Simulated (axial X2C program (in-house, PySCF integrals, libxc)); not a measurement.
**Spin–orbit effects along a row: molecules with Be, PBE0**

Calculated with an axial X2C code built on PySCF integrals, spin-free (one-electron X2C) or two-component (2c: spin–orbit coupling with atomic mean-field Coulomb and Gaunt terms, which also bring small scalar terms), in Dyall basis sets with cores contracted in-house; open shells are unrestricted.

Basis sets: Ag dyall-cv3z, Be dyall-cv3z, Be dyall-v3z, Cd dyall-v3z, I dyall-cv3z, Pd dyall-cv3z, Rb dyall-cv3z, Rh dyall-cv3z, Sn dyall-cv3z, Sr dyall-cv3z, Tc dyall-cv3z.

| molecule | spin-free state | Re (Å) | ωe (cm⁻¹) | De (eV) | 2c state | Re 2c (Å) | ωe 2c (cm⁻¹) | De 2c (eV) |
| --- | --- | --- | --- | --- | --- | --- | --- | --- |
| RbBe | M_S = 1/2, Λ = 0 | 3.537 | 152.0 | 0.28 | Ω = 1/2 | 3.537 | 152.0 | 0.28 |
| BeSr | M_S = 0, Λ = 0 | 3.535 | 147.3 | 0.22 | Ω = 0 | 3.535 | 147.3 | 0.22 |
| BeTc | M_S = 5/2, Λ = 1 | 2.269 | 450.5 | 1.28 | Ω = 7/2 | 2.269 | 449.0 | 1.31 |
| BeRh | M_S = 1/2, Λ = 2 | 1.906 | 660.0 | 2.44 | Ω = 5/2 | 1.906 | 659.7 | n/a |
| BePd | M_S = 0, Λ = 0 | 1.912 | 633.7 | 2.34 | Ω = 0 | 1.911 | 633.5 | 2.34 |
| BeAg | M_S = 1/2, Λ = 0 | 2.208 | 421.7 | 1.18 | Ω = 1/2 | 2.208 | 421.5 | 1.18 |
| BeCd | M_S = 0, Λ = 0 | 3.000 | 131.5 | 0.12 | Ω = 0 | 3.000 | 131.5 | 0.12 |
| BeSn | M_S = 1, Λ = 0 | 2.347 | 448.8 | 1.29 | Ω = 1 | 2.353 | 442.3 | n/a |
| BeI | M_S = 1/2, Λ = 0 | 2.180 | 611.6 | 2.92 | Ω = 1/2 | 2.183 | 607.3 | 2.65 |

Each entry is the lowest single determinant of a limited PBE0 search at one distance. De goes to single-determinant-based atoms at the same level (for ions the charge split of lowest energy) and is withheld (n/a) where an atom does not fit its ground term or J level. Main or longest-lived isotopes. One determinant is a doubtful description, or other states lie close, for BeTc, BeRh, BeSn; these need not be ground states, and all values refer to the states named. Some open-shell Ω = 0 determinants are out of reach, so the Ω given for BeSn need not be the lowest component. With several unpaired electrons the Ω given is that of one determinant, not necessarily of the lowest component. The functionals have no current term, which raises determinants with orbital currents.
